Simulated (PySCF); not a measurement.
PySCF input (HF/def2-TZVPD):

```python
from pyscf import gto, scf, dft

mol = gto.M(
    atom='''
    Cl   -0.00000000   -0.00000000   -1.70646592
    I     0.00000000    0.00000000    0.54735699
    ''',
    basis='def2-tzvpd',
    ecp='def2-tzvp',
    charge=1,
    spin=1,
    symmetry='C2v',
    verbose=4,
)

mf = scf.UHF(mol).density_fit(auxbasis='def2-universal-jkfit')
mf.conv_tol = 1e-9
mf.max_cycle = 100
mf.max_memory = 1500
mf.kernel()
if not mf.converged:
    mf = mf.newton()
    mf.kernel(mf.make_rdm1())
mf.analyze()
```

Output:

```
ECP def2-tzvp not found for  Cl
PySCF version 2.14.0

[INPUT] verbose = 4
[INPUT] num. atoms = 2
[INPUT] num. electrons = 41
[INPUT] charge = 1
[INPUT] spin (= nelec alpha-beta = 2S) = 1
[INPUT] symmetry C2v subgroup None
[INPUT] Mole.unit = angstrom
[INPUT] Symbol           X                Y                Z      unit          X                Y                Z       unit  Magmom
[INPUT]  1 Cl     0.000000000000   0.000000000000  -1.706465920000 AA    0.000000000000   0.000000000000  -3.224753229704 Bohr   0.0
[INPUT]  2 I      0.000000000000   0.000000000000   0.547356990000 AA    0.000000000000   0.000000000000   1.034354803466 Bohr   0.0

nuclear repulsion = 99.7861516284791
point group symmetry = Coov, use subgroup C2v
symmetry origin: [ 0.00000000e+00  0.00000000e+00 -4.58933473e-09]
symmetry axis x: [1. 0. 0.]
symmetry axis y: [0. 1. 0.]
symmetry axis z: [0. 0. 1.]
num. orbitals of irrep A1 = 45
num. orbitals of irrep A2 = 10
num. orbitals of irrep B1 = 25
num. orbitals of irrep B2 = 25
number of shells = 35
number of NR pGTOs = 176
number of NR cGTOs = 105
basis = def2-tzvpd
ecp = def2-tzvp

******** <class 'pyscf.df.df_jk.DFSymAdaptedUHF'> ********
method = DFSymAdaptedUHF
initial guess = minao
damping factor = 0
level_shift factor = 0
DIIS = <class 'pyscf.scf.diis.CDIIS'>
diis_start_cycle = 1
diis_space = 8
diis_damp = 0
SCF conv_tol = 1e-09
SCF conv_tol_grad = None
SCF max_cycles = 100
direct_scf = False
number electrons alpha = 21  beta = 20
Freeze 0 electrons in irreps []
    41 free electrons in irreps A1 A2 B1 B2
Set gradient conv threshold to 3.16228e-05
******** <class 'pyscf.df.df.DF'> ********
auxbasis = def2-universal-jkfit
init E= -713.21224658002
alpha HOMO (B1) = -0.774909697658035  LUMO (A1) = -0.660317129781532
beta  HOMO (B1) = -0.774909697658035  LUMO (B2) = -0.774909697658035

WARN: HOMO -0.774909697658035 >= LUMO -0.774909697658035

WARN: alpha-B1 HOMO -0.774909697658035 > system LUMO -0.774909697658035

WARN: alpha-B2 HOMO -0.774909697658035 > system LUMO -0.774909697658035

WARN: beta-B1 HOMO -0.774909697658035 > system LUMO -0.774909697658035
[...]
beta  HOMO (B1) = -0.640321873197237  LUMO (B2) = -0.317511369316901
  HOMO = -0.640321873197  LUMO = -0.317511369317  gap/eV = 8.78412
Extra cycle  E= -755.815834286194  delta_E= -1.91e-11  |g|= 2.52e-06  |ddm|= 4.69e-06
converged SCF energy = -755.815834286194  <S^2> = 0.7642687  2S+1 = 2.0142182
**** SCF Summaries ****
Total Energy =                        -755.815834286194217
Nuclear Repulsion Energy =              99.786151628479118
One-electron Energy =                -1339.443700913468547
Two-electron Energy =                  483.841714998795112
Two-electron Coulomb Energy =          532.329729202110684
DFT Exchange-Correlation Energy =      -48.488014203315572
HOMO-LUMO gap [eV] =                     8.784121232398535
Wave-function symmetry = B2
alpha occupancy for each irrep:     A1   A2   B1   B2
                                    10    1    5    5
beta  occupancy for each irrep:     A1   A2   B1   B2
                                    10    1    5    4
**** MO energy ****
alpha MO #1 (A1 #1), energy= -105.123472340332 occ= 1
alpha MO #2 (A1 #2), energy= -10.8479228810768 occ= 1
alpha MO #3 (B2 #1), energy= -8.31554402153438 occ= 1
alpha MO #4 (A1 #3), energy= -8.31282153528296 occ= 1
alpha MO #5 (B1 #1), energy= -8.31155147953997 occ= 1
alpha MO #6 (A1 #4), energy= -8.10161590017532 occ= 1
alpha MO #7 (B2 #2), energy= -5.95933585103792 occ= 1
alpha MO #8 (A1 #5), energy= -5.95111943129521 occ= 1
alpha MO #9 (B1 #2), energy= -5.93639378416738 occ= 1
alpha MO #10 (A1 #6), energy= -2.65483506749162 occ= 1
alpha MO #11 (B2 #3), energy= -2.65354225391406 occ= 1
alpha MO #12 (A2 #1), energy= -2.63747113467776 occ= 1
alpha MO #13 (B1 #3), energy= -2.63533485884749 occ= 1
alpha MO #14 (A1 #7), energy= -2.63100117888588 occ= 1
alpha MO #15 (A1 #8), energy= -1.39057677652197 occ= 1
alpha MO #16 (A1 #9), energy= -1.19388804319034 occ= 1
alpha MO #17 (B2 #4), energy= -0.79672220787153 occ= 1
alpha MO #18 (A1 #10), energy= -0.795925980721663 occ= 1
alpha MO #19 (B1 #4), energy= -0.767301243394237 occ= 1
alpha MO #20 (B2 #5), energy= -0.693777082130724 occ= 1
alpha MO #21 (B1 #5), energy= -0.65404910770577 occ= 1
alpha MO #22 (A1 #11), energy= -0.235743341281207 occ= 0
alpha MO #23 (A1 #12), energy= -0.0926428737795379 occ= 0
alpha MO #24 (B2 #6), energy= -0.0756891639258228 occ= 0
alpha MO #25 (B1 #6), energy= -0.0704593380039622 occ= 0
alpha MO #26 (A1 #13), energy= -0.0662509469862438 occ= 0
alpha MO #27 (A1 #14), energy= -0.0432671282761414 occ= 0
alpha MO #28 (A2 #2), energy= -0.03767477784471 occ= 0
alpha MO #29 (A1 #15), energy= -0.0345336846080142 occ= 0
alpha MO #30 (B2 #7), energy= -0.0228320898793548 occ= 0
alpha MO #31 (B1 #7), energy= -0.017202149483575 occ= 0
alpha MO #32 (B2 #8), energy= 0.00378145874461389 occ= 0
alpha MO #33 (B1 #8), energy= 0.0147242534508827 occ= 0
alpha MO #34 (A1 #16), energy= 0.0625410787215072 occ= 0
alpha MO #35 (A1 #17), energy= 0.0792119229986338 occ= 0
alpha MO #36 (A2 #3), energy= 0.120361613334503 occ= 0
alpha MO #37 (A1 #18), energy= 0.120677639509319 occ= 0
alpha MO #38 (B2 #9), energy= 0.12355567767853 occ= 0
alpha MO #39 (A1 #19), energy= 0.139383267561698 occ= 0
alpha MO #40 (B1 #9), energy= 0.140395717212737 occ= 0
alpha MO #41 (B2 #10), energy= 0.158471083871392 occ= 0
alpha MO #42 (B1 #10), energy= 0.167417620564706 occ= 0
alpha MO #43 (A1 #20), energy= 0.218297895992628 occ= 0
alpha MO #44 (A2 #4), energy= 0.220080158564218 occ= 0
alpha MO #45 (A1 #21), energy= 0.277924696421834 occ= 0
alpha MO #46 (B2 #11), energy= 0.28295696185902 occ= 0
alpha MO #47 (B1 #11), energy= 0.298509784546427 occ= 0
alpha MO #48 (A1 #22), energy= 0.303877466429833 occ= 0
alpha MO #49 (B2 #12), energy= 0.454918383234096 occ= 0
alpha MO #50 (B1 #12), energy= 0.465369186769193 occ= 0
alpha MO #51 (A1 #23), energy= 0.488252996390702 occ= 0
alpha MO #52 (A1 #24), energy= 0.558061610427075 occ= 0
alpha MO #53 (A2 #5), energy= 0.568829583935807 occ= 0
alpha MO #54 (A1 #25), energy= 0.570141797918059 occ= 0
alpha MO #55 (B2 #13), energy= 0.575137290476871 occ= 0
alpha MO #56 (B1 #13), energy= 0.586715762248593 occ= 0
alpha MO #57 (A1 #26), energy= 0.727888796009954 occ= 0
alpha MO #58 (B2 #14), energy= 0.781650072730704 occ= 0
alpha MO #59 (B1 #14), energy= 0.781785620752581 occ= 0
alpha MO #60 (A1 #27), energy= 0.788415277124854 occ= 0
alpha MO #61 (A2 #6), energy= 0.788447450534788 occ= 0
alpha MO #62 (B2 #15), energy= 0.881252559140002 occ= 0
alpha MO #63 (B1 #15), energy= 0.90718507430166 occ= 0
alpha MO #64 (A1 #28), energy= 0.923831493713266 occ= 0
alpha MO #65 (A1 #29), energy= 1.09420931844539 occ= 0
alpha MO #66 (B2 #16), energy= 1.12972975487399 occ= 0
alpha MO #67 (B1 #16), energy= 1.164857719192 occ= 0
alpha MO #68 (A1 #30), energy= 1.42098564746619 occ= 0
alpha MO #69 (A2 #7), energy= 1.43871545981363 occ= 0
alpha MO #70 (A1 #31), energy= 1.45226726046071 occ= 0
alpha MO #71 (B2 #17), energy= 1.47522351306974 occ= 0
alpha MO #72 (B1 #17), energy= 1.50304322908252 occ= 0
alpha MO #73 (A1 #32), energy= 1.54117645572442 occ= 0
alpha MO #74 (A1 #33), energy= 2.00866547716453 occ= 0
alpha MO #75 (A2 #8), energy= 2.00874389080767 occ= 0
alpha MO #76 (B2 #18), energy= 2.05097974139255 occ= 0
alpha MO #77 (A1 #34), energy= 2.0527782405578 occ= 0
alpha MO #78 (B1 #18), energy= 2.05761680002558 occ= 0
alpha MO #79 (A2 #9), energy= 2.14436657046965 occ= 0
alpha MO #80 (A1 #35), energy= 2.14444390789167 occ= 0
alpha MO #81 (B2 #19), energy= 2.1544949244215 occ= 0
alpha MO #82 (B1 #19), energy= 2.15449959020707 occ= 0
alpha MO #83 (B2 #20), energy= 2.25364637634318 occ= 0
alpha MO #84 (B1 #20), energy= 2.26379130424326 occ= 0
alpha MO #85 (B2 #21), energy= 2.39636277538298 occ= 0
alpha MO #86 (B1 #21), energy= 2.40541594176124 occ= 0
alpha MO #87 (A1 #36), energy= 2.50971836289648 occ= 0
alpha MO #88 (A1 #37), energy= 2.74012852932734 occ= 0
alpha MO #89 (B2 #22), energy= 3.13072235638283 occ= 0
alpha MO #90 (B1 #22), energy= 3.13074752472659 occ= 0
alpha MO #91 (A1 #38), energy= 3.13931115462717 occ= 0
alpha MO #92 (A2 #10), energy= 3.13931359541854 occ= 0
alpha MO #93 (B2 #23), energy= 3.26516150802634 occ= 0
alpha MO #94 (B1 #23), energy= 3.28432020619636 occ= 0
alpha MO #95 (A1 #39), energy= 3.61648835840052 occ= 0
alpha MO #96 (A1 #40), energy= 4.44621541318011 occ= 0
alpha MO #97 (B2 #24), energy= 11.2706697195861 occ= 0
alpha MO #98 (B1 #24), energy= 11.2770288494546 occ= 0
alpha MO #99 (A1 #41), energy= 11.5325223791282 occ= 0
alpha MO #100 (A1 #42), energy= 25.468667588452 occ= 0
alpha MO #101 (B2 #25), energy= 34.8654472623907 occ= 0
alpha MO #102 (B1 #25), energy= 34.8775569075849 occ= 0
[...]
```
